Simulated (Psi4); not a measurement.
A dimer, C2H3N ··· H3B (SMILES CC#N and B); the first 6 atoms form monomer A.

```
10

C     -0.4880    -0.0140    -0.0195
C      0.9646     0.0276     0.0385
N      2.1126     0.0606     0.0844
H     -0.8128    -0.6274    -0.8602
H     -0.8885    -0.4394     0.9009
H     -0.8878     0.9925    -0.1441
B      3.6411    -0.1102     0.6496
H      3.2730     0.3481     1.6835
H      4.0977     0.6011    -0.1871
H      3.5528    -1.2797     0.4524
```

What interaction energy does SAPT0/jun-cc-pVDZ, frozen core in Psi4 give, and which attractive term is the largest?

Total -5.71 kcal/mol: electrostatics -63.35, exchange 128.88, induction -53.55, dispersion -17.69. The most attractive term is electrostatics.
